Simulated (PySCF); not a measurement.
FeCl4, SMILES [Cl][Fe-]([Cl])([Cl])[Cl] (connectivity only; charge and spin as stated), charge -1, multiplicity 6. Atoms are numbered in the order given.

```xyz
5

Fe     0.0000     0.0000     0.0000
Cl     1.2955     1.2955    -1.2955
Cl    -1.2955     1.2955     1.2955
Cl    -1.2955    -1.2955    -1.2955
Cl     1.2955    -1.2955     1.2955
```
Charge -1, spin multiplicity 6.

Geometry: PBE-D3(BJ)/def2-SVPD. The spin state was assumed, not searched. The isomer is the one that the SMILES or the coordinates give; other isomers of the formula were not compared.

Computed with PBE-D3(BJ)/def2-SVPD run with PySCF.

Frequencies are harmonic and unscaled.

Modes within 1.5 cm⁻¹ of each other (mostly degenerate sets) share a row, with their intensities summed.

```csv
mode,ν (cm⁻¹),IR (km/mol),moving atoms (share of kinetic energy)
1–2,90,0.0,Cl 100 %
3–5,116,2.4,"Cl 77 %, Fe 23 %"
6,292,0.0,Cl 100 %
7–9,352,257.8,"Cl 52 %, Fe 48 %"
```
